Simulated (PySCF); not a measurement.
The numbers are results of PBE-D3(BJ)/def2-TZVP // B3LYP-D3(BJ)/def2-TZVP (PySCF), not measurements. All species are isolated molecules in the gas phase. One relaxed conformer stands for a flexible species; it need not be the lowest. Excitations are Tamm–Dancoff values on a coarser integration grid. The basis has no diffuse functions, so Rydberg states are missing or too high.

Reference species (SMILES): `[I][Al]([I])[I]` (neutral, multiplicity 1).

```json
{
  "S1–T1 gap (TDA)": "0.24 eV",
  "T1 excitation (TDA)": "3.76 eV",
  "HOMO–LUMO gap": "3.87 eV"
}
```

Changed species: `[I][Al]([I])[SH]` (H–S–Al–I torsion 180°) (1 of 3 I replaced by SH; the reference has 0 of 3 I replaced by SH).

Problem. Give the shifts of the S1–T1 gap (TDA), T1 excitation (TDA) and HOMO–LUMO gap.

Solution. the S1–T1 gap (TDA) goes up by 0.02 eV, to 0.26 eV; the T1 excitation (TDA) increases by 0.49 eV, to 4.25 eV; the HOMO–LUMO gap rises by 0.51 eV, to 4.38 eV.
